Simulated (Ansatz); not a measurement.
```yaml
crystal:
  periodic: [false, false, false]
  atoms:
    - {symbol: C, position_ang: [-2.059066, -1.347629, 0.172199]}
    - {symbol: B, position_ang: [-1.211057, -0.092714, -0.173409]}
    - {symbol: O, position_ang: [0.156938, -0.174919, -0.049104]}
    - {symbol: C, position_ang: [0.998741, 0.809142, -0.493788]}
    - {symbol: C, position_ang: [2.271679, 0.821314, 0.287867]}
    - {symbol: O, position_ang: [0.732771, 1.520995, -1.412878]}
    - {symbol: H, position_ang: [-1.472646, -2.201605, 0.514502]}
    - {symbol: H, position_ang: [-2.629520, -1.348102, -0.665213]}
    - {symbol: H, position_ang: [-2.629520, -1.648102, -0.715213]}
    - {symbol: H, position_ang: [-1.691070, 0.949078, -0.511902]}
    - {symbol: H, position_ang: [2.940416, 1.583966, -0.102453]}
    - {symbol: H, position_ang: [2.743425, -0.161730, 0.231057]}
    - {symbol: H, position_ang: [2.054374, 1.011467, 1.341199]}
basis:
  gaussian: {orbitals: STO-3G}
hamiltonian: {xc: {name: CAM-B3LYP}, dispersion: d3bjatm}
scf: {lower_state_search: light}
output: {forces: true}
```

```sh
$ ansatz run in.yaml --threads 4 --pin off --events-out ev --progress --plain --max-ram 10444MiB
```

It prints (some lines left out):

```
Functional definition: CAM-B3LYP
519 factors; integrals over basis functions are off by at most 9.8e-5 eV
204 factors; integrals over basis functions are off by at most 2.4e-6 eV
mean field evaluation 1: about -7858.7695 eV, gradient 3.7e1 eV
mean field evaluation 2: about -7856.4896 eV, gradient 5.4e1 eV
mean field evaluation 4: about -7863.1389 eV, gradient 2.7e0 eV
mean field evaluation 8: about -7863.1009 eV, gradient 9.8e-2 eV
mean field evaluation 16: about -7863.1010 eV, gradient 4.6e-5 eV
mean field -7863.10095099 eV, -288.9636301478 hartree, gradient 4.6e-5 eV, S^2 0.000000; 0 other end points of the search recorded, 0 dependent functions left out
reference -7863.10105209 eV, -288.9636338631 hartree; 23, 23 occupied and 14, 14 virtual orbitals, 519 factors
Total energy: -7863.26900130 eV, -288.9698058827 hartree
Atom 0 at    -2.059066    -1.347629     0.172199 Å, force    11.311063     4.821839    13.746800 eV/Å
Atom 1 at    -1.211057    -0.092714    -0.173409 Å, force    -1.289802    -0.420411    -0.361068 eV/Å
Atom 2 at     0.156938    -0.174919    -0.049104 Å, force    -1.628930    -2.293497     1.542935 eV/Å
Atom 3 at     0.998741     0.809142    -0.493788 Å, force     0.850596    -0.863878     2.196151 eV/Å
Atom 4 at     2.271679     0.821314     0.287867 Å, force     1.326351    -0.396088     1.097259 eV/Å
Atom 5 at     0.732771     1.520995    -1.412878 Å, force    -1.213834     3.261600    -4.275196 eV/Å
Atom 6 at    -1.472646    -2.201605     0.514502 Å, force    -1.092938    -0.835163    -1.193918 eV/Å
Atom 7 at    -2.629520    -1.348102    -0.665213 Å, force    -6.119785   121.552106    13.334512 eV/Å
Atom 8 at    -2.629520    -1.648102    -0.715213 Å, force    -2.868872  -124.285055   -25.999863 eV/Å
Atom 9 at    -1.691070     0.949078    -0.511902 Å, force     0.159808    -0.755043    -0.205113 eV/Å
Atom 10 at     2.940416     1.583966    -0.102453 Å, force     0.279195     0.226984    -0.070410 eV/Å
Atom 11 at     2.743425    -0.161730     0.231057 Å, force     0.253273    -0.169284    -0.047519 eV/Å
Atom 12 at     2.054374     1.011467     1.341199 Å, force     0.033874     0.155889     0.235429 eV/Å
Dipole moment:     0.081671    -0.409648    -0.077378 e Å
```

Something in this input is off. What?

One atom was put on top of another. The calculation finished and met its thresholds. The result belongs to that input, not to the molecule as meant.
